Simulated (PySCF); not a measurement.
## Tellurium: a sound run and one with changed settings

Sound run: Te²⁺ [Kr] 4d10 5s2 5p2, Te³⁺ [Kr] 4d10 5s2 5p1. Calculation: PySCF 2.14, in x2c-SVPall (6s5p3d, 36 functions); the spin-free X2C one-electron Hamiltonian (Gaussian nucleus). In the sound run the correlated levels freeze [Kr] 4d10. The sound run starts from symmetry-adapted Hartree-Fock orbitals and uses a fine grid where one is needed.

Changed run: the non-relativistic Hamiltonian (point nucleus). This setting is unsound on purpose.

| species | method | sound run (hartree) | changed run (hartree) | converged |
| --- | --- | --- | --- | --- |
| Te²⁺ | UHF | -6789.16109 | -6439.20052 | yes |
| Te²⁺ | LDA | -6785.56331 | -6435.64249 | yes |
| Te²⁺ | PBE | -6791.49301 | -6441.56115 | yes |
| Te²⁺ | MP2 | -6789.19498 | -6439.23945 | yes |
| Te²⁺ | CCSD(T) | -6789.20899 | -6439.26131 | yes |
| Te³⁺ | UHF | -6788.16811 | -6438.19032 | yes |
| Te³⁺ | LDA | -6784.54033 | -6434.59583 | yes |
| Te³⁺ | PBE | -6790.47829 | -6440.52490 | yes |
| Te³⁺ | MP2 | -6788.19511 | -6438.22267 | yes |
| Te³⁺ | CCSD(T) | -6788.20810 | -6438.24606 | yes |

Ionisation energy of Te²⁺:

```json
{"method": "UHF", "sound run (eV)": "27.020", "changed run (eV)": "27.489"}
{"method": "LDA", "sound run (eV)": "27.837", "changed run (eV)": "28.481"}
{"method": "PBE", "sound run (eV)": "27.612", "changed run (eV)": "28.198"}
{"method": "MP2", "sound run (eV)": "27.208", "changed run (eV)": "27.668"}
{"method": "SCS-MP2", "sound run (eV)": "27.156", "changed run (eV)": "27.614"}
{"method": "CCSD", "sound run (eV)": "27.231", "changed run (eV)": "27.620"}
{"method": "CCSD(T)", "sound run (eV)": "27.236", "changed run (eV)": "27.626"}
```

Most of the change in total energy is the relativistic energy itself. On top of that the contraction fixes the core shape for the Hamiltonian it was made with, so the changed run is not a good calculation with the other Hamiltonian either.

For comparison, NIST gives 27.84 ± 0.04 eV between the lowest levels.
